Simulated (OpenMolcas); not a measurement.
## Ti3+: moving or changing the point charges

Ti3+ among 6 point charges of -1 e arranged as an octahedron (Oh), 2.13 Å from the ion.

```json
{
  "Program": "OpenMolcas",
  "Method": "SS-CASPT2, IPEA 0.25 Eh, imaginary shift 0.1 Eh (closed shells correlated: 3s 3p)",
  "Basis": "ANO-RCC-VDZP [5s4p2d1f]",
  "Scalar Hamiltonian": "DKH2, point nucleus",
  "Active space": "1 electron in 5 orbitals (3d)",
  "State averaging": "2S+1 = 2 even, 5 roots",
  "Spin-orbit coupling": "RASSI with atomic mean-field integrals over the reference wave functions"
}
```

Runs around this geometry, states (labels of O, the rotations of Oh). Energies in cm-1 above the lowest state or level, χT in cm3 K/mol; under a threefold ground state the first gap can be a small split of the lowest multiplet, not the spin-orbit step; 10Dq is the gap between the two states.

| R (Å) | q (e) | Ground state | First state of that spin | 10Dq | First gap with spin-orbit (degeneracies) | χT at 300 K |
| --- | --- | --- | --- | --- | --- | --- |
| 2.13 | -0.65 | 2T2 | 2E 1870 | 1875 | 240 (4, 2) | 0.486 |
| 2 | -1 | 2T2 | 2E 3890 | 3892 | 230 (4, 2) | 0.467 |
| 2.13 | -1 | 2T2 | 2E 2900 | 2898 | 240 (4, 2) | 0.473 |

Taking |10Dq| as R^-n, n = -ln(2898 / 3892) / ln(2.13 / 2) = 4.7 between the shortest and longest distance. The point-charge formula for a cubic d site gives n = 5.

Scaling the charges by -0.65 / -1 = 0.65 scales |10Dq| by 1875 / 2898 = 0.65; with fixed orbitals a first-order splitting would follow the charge.

Roots that are degenerate in the reference are averaged as groups; the widest CASPT2 spread within a group is 17 cm-1 (the 2-fold group of multiplicity 2 near 3890 cm-1 above the lowest state of its run, R = 2, q = -1). Shifts and gaps below about the spread of the groups concerned are not significant. An orbital triplet at a regular site is open to Jahn-Teller coupling, which can distort the site and quench the lowest spin-orbit gaps and is left out. The ground term spreads over less than 5000 cm-1, several times less than with real ligands, so orbital moments are less quenched and χT lies further from the spin-only value than at real sites. Free-ion shares, where given, are those of the reference states; single-state CASPT2 does not remix them. This field is weak: 10Dq is about 1875 cm-1, while octahedral complexes of 3d ions of charge 3 and more, computed by the same method with explicit ligands, had a median near 15000 cm-1. Ground spin and moment need not be those of a real site (figures for R = 2.13, q = -0.65; the like holds for R = 2, q = -1, R = 2.13, q = -1). This is an electrostatic model: the charges have no orbitals. No measured value stands beside these numbers.
